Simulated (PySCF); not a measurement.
Potential energy curve for SMILES N[SiH3]. The N2–H7 bond (N2 also carries H, Si; H7 carries nothing else) is stretched with both fragments frozen at the PBE0/def2-TZVP optimised geometry.

Calculation: CCSD(T) on UHF/cc-pVDZ, 6 core orbitals frozen in PySCF.

Question: Relative to R = 1.01 Å, what are the energies at R = 0.91, 1.12, 1.17, 3.03 Å?

Answer: 12.4 mEh at 0.91 Å, 7.0 mEh at 1.12 Å, 14.2 mEh at 1.17 Å, 177.6 mEh at 3.03 Å.

The unrestricted determinant behind UCCSD(T) is spin-contaminated at 1.52 to 3.51 Å (<S²> up to 1.0, against 0.00 for a pure singlet).
